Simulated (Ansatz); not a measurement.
Basis sets compared for CrF₂. Charge 0, multiplicity 5. Geometry B3LYP-D4/def2-TZVP. Ansatz on 2 threads of Arm Neoverse V2 on a shared host; times are rough, and most runs start from earlier orbitals.

```xyz
3

Cr   -0.143   -0.250   -0.319
F    -1.094    1.245   -0.194
F     1.237   -0.996    0.513
```

Binding counts from free atoms (Cr septet, F doublet) in the same basis, without a counterpoise term.

| level | functions | energy (Eh) | HOMO (eV) | LUMO (eV) | binding per atom (eV) | wall time |
| --- | --- | --- | --- | --- | --- | --- |
| HF/STO-3G | 28 | -1228.5077 | -6.57 | 6.40 | 2.95 | 0.3 s |
| HF/def2-TZVP | 107 | -1242.3912 | -12.36 | 0.27 | 2.11 | 1.4 s |
| PBE-D4/def2-SVP | 59 | -1243.5127 | -5.20 | -4.52 | 3.52 | 1.2 s |
| PBE-D4/def2-TZVP | 107 | -1243.9200 | -5.51 | -4.83 | 3.48 | 1.6 s |
| PBE-D4/def2-TZVPD | 128 | -1243.9243 | -5.55 | -4.88 | 3.49 | 2 s |
| r2SCAN-D4/def2-TZVP (with forces) | 107 | -1244.2328 | -6.05 | -4.65 | 3.30 | 3.8 s |
| r2SCAN-D4/def2-TZVPD | 128 | -1244.2370 | -6.06 | -4.67 | 3.33 | 4.2 s |
| PBE0-D4/def2-SVP | 59 | -1243.5254 | -7.26 | -3.04 | 3.15 | 1.4 s |
| PBE0-D4/def2-TZVP (with forces) | 107 | -1243.9288 | -7.47 | -3.14 | 3.18 | 6 s |
| PBE0-D4/def2-TZVPD | 128 | -1243.9332 | -7.48 | -3.16 | 3.21 | 5.5 s |

Q: Estimate the rows for PBE0-D4/def2-QZVPP.

A: 
```json
{"level": "PBE0-D4/def2-QZVPP", "functions": "207", "energy (Eh)": "-1243.9695", "HOMO (eV)": "-7.45", "LUMO (eV)": "-3.06", "binding per atom (eV)": "3.24", "wall time": "9.5 s"}
```
